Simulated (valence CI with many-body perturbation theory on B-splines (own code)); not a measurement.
**P10+: what the settings do**

Computed by configuration interaction combined with many-body perturbation theory (CI+MBPT): three valence electrons over a frozen Dirac-Fock core [He], radial functions for each j: 6 s, 6 p, 5 d, 3 f, 1 g, with the one-electron correlation potential Σ1, the two-electron term Σ2, the three-electron term Σ3, Breit, model QED; selected CI, second order for the rest, scaled by the run's own slope (own B-spline code, finite nucleus).

No measured spectrum was set against this ion. As an estimate, levels of excited configurations hold to 0.05 to 0.15 % of their energy, terms of the ground configuration to about 0.5 %.

The reference run has the lowest level 2s²2p ²P°_1/2 and an ionisation energy of 479.379 eV. Its largest variational space holds 4049 state functions.

| Level | Reference (cm⁻¹) | Shift (cm⁻¹) |
| --- | --- | --- |
| 2s²2p ²P°_3/2 | 9700 | -34 |
| 2s2p² ⁴P_1/2 | 176890 | +1119 |
| 2s2p² ⁴P_3/2 | 180374 | +1105 |
| 2s2p² ⁴P_5/2 | 185330 | +1088 |
| 2s2p² ²D_3/2 | 317039 | +1681 |
| 2s2p² ²D_5/2 | 317148 | +1679 |
| 2s2p² ²S_1/2 | 403820 | +1557 |
| 2s2p² ²P_1/2 | 427291 | +3405 |
| 2s2p² ²P_3/2 | 432532 | +3485 |
| 2p³ ⁴S°_3/2 | 558767 | +4558 |
| 2p³ ²D°_3/2 | 632199 | +3980 |
| 2p³ ²D°_5/2 | 632400 | +3974 |

The ionisation energy moves by -0.187 eV.

Problem. Which of these changes was made?
A. highest l in the core sums 6 → 1
B. averaging of valence orbitals over low configurations on → off
C. scale of Σ1 1 → 0; scale of Σ2 1 → 0; three-electron term on → off

Solution. C. scale of Σ1 1 → 0; scale of Σ2 1 → 0; three-electron term on → off.
